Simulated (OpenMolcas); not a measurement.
Mn3+: moving the ligands

Mn3+ with 6 ligands (fluoride) in octahedral coordination (Oh) at 1.96 Å. A charge of +0.5 e stands 2.6 Å behind each ligand. Ligand basis ANO-RCC-VDZP.
```
Mn    0.0000    0.0000    0.0000
F     1.9600    0.0000    0.0000
F     0.0000    1.9600    0.0000
F    -1.9600    0.0000    0.0000
F     0.0000   -1.9600    0.0000
F     0.0000    0.0000    1.9600
F     0.0000    0.0000   -1.9600
```

```
Program             : OpenMolcas 26.06
Method              : SS-CASPT2, IPEA 0.25 Eh, imaginary shift 0.1 Eh (closed shells correlated: 3s 3p and the ligand valence shells)
Basis               : ANO-RCC-VTZP [6s5p3d2f1g]
Scalar Hamiltonian  : DKH2, point nucleus
Active space        : 4 electrons in 5 orbitals (3d)
State averaging     : 2S+1 = 5 even, 5 roots; 2S+1 = 3 even, 45 roots; 2S+1 = 1 even, 50 roots
Spin-orbit coupling : RASSI with atomic mean-field integrals over the reference wave functions
```

Runs around this geometry, states (labels of O, the rotations of Oh). Energies in cm-1 above the lowest state or level, χT in cm3 K/mol.

| R (Å) | Ground state | First state of that spin | First gap with spin-orbit (degeneracies) | χT at 300 K | First state of another spin |
| --- | --- | --- | --- | --- | --- |
| 1.84 | 5E | 5T2 17700 | 18 (1, 3) | 2.955 | 3T1 5080 |
| 1.96 | 5E | 5T2 13230 | 12 (1, 3) | 2.947 | 3T1 9470 |
| 2.08 | 5E | 5T2 10200 | 11 (1, 3) | 2.930 | 3T1 12260 |

Taking the first state of the same spin as R^-n, n = -ln(10200 / 17700) / ln(2.08 / 1.84) = 4.5 between the shortest and longest distance.

Roots that are degenerate in the reference are averaged as groups; the widest CASPT2 spread within a group is 270 cm-1 (the 3-fold group of multiplicity 3 near 19300 cm-1 above the lowest state of its run, R = 1.84). Shifts and gaps below about the spread of the groups concerned are not significant. Over all roots computed the reference weight is 0.70 to 0.72 in R = 1.84, 0.69 to 0.72 in R = 1.96, 0.69 to 0.71 in R = 2.08; a low but even weight reflects the number of correlated electrons. An orbital doublet at a regular site is open to a Jahn-Teller distortion, which this geometry leaves out. This shell can be high or low spin here, a state of another spin lies low, and with metal d orbitals alone active their balance is uncertain, so the ground spin may be wrong. Ligand-to-metal charge-transfer states are missing. These CASPT2 states fit no ligand-field parameters well, so their order and spin gaps are uncertain. With no ligand orbital active B as a rule stays too high, so bands that hang on it stand too high and its fall with covalency is understated. With one d shell and no ligand orbital active, 10Dq can be off by a tenth or more. Free-ion shares, where given, are those of the reference states; single-state CASPT2 does not remix them (holds for R = 1.96; R = 2.08). No measured value stands beside these numbers; the geometry is a model, was not optimised and need not be the one that this ion takes.
